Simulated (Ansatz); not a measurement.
A run for Ansatz (a program for electronic structure): R-wB97X-V/def2-TZVPP on H2OSi (SMILES O=[SiH2]).

Ansatz 0.2 input:
```yaml
crystal:
  periodic: [false, false, false]
  atoms:
    - {symbol: Si, position_ang: [-0.00710225, 0.03335095, 0.00606231]}
    - {symbol: O, position_ang: [-0.31867046, 1.49653733, 0.27213195]}
    - {symbol: H, position_ang: [1.31978326, -0.46759318, -0.41957855]}
    - {symbol: H, position_ang: [-0.99401055, -1.06229510, 0.14138429]}
basis:
  gaussian:
    orbitals: def2-TZVPP
hamiltonian:
  xc: {name: wB97X-V}
scf: {lower_state_search: off}
```

The log:

```
WARN ansatz: RAYON_NUM_THREADS=1 ignored (pool sized by the plan → 1); use --threads N
Functional definition: wB97X-V
these checks for a lower state are left out or cut short: stability, starts, cluster_reference, orbital_swaps, neighbouring_geometries, increment
integrals: 0.03 GiB planned
560 factors; their error is unknown
integrals: 0.06 GiB planned
121 factors; integrals over basis functions are off by at most 2.2e-5 eV
mean field: 0.32 GiB planned
mean field evaluation 1: about -9949.2753 eV, gradient 6.0e1 eV
mean field evaluation 2: about -9933.5431 eV, gradient 1.1e2 eV
mean field evaluation 4: about -9955.8282 eV, gradient 9.2e-1 eV
mean field evaluation 8: about -9955.8421 eV, gradient 1.8e-2 eV
mean field evaluation 16: about -9955.8421 eV, gradient 7.1e-6 eV
mean field -9955.84205873 eV, -365.8704473464 hartree, gradient 7.1e-6 eV, S^2 0.000000; 0 other end points of the search recorded, 0 dependent functions left out
reference -9955.84205716 eV, -365.8704472885 hartree; 12, 12 occupied and 89, 89 virtual orbitals, 560 factors
Total energy: -9955.84205716 eV, -365.8704472885 hartree
Checks for a lower state left out: stability, starts, cluster_reference, orbital_swaps, neighbouring_geometries, increment
```

Self-consistency was reached.

Cost: roughly 0.7 core-seconds.
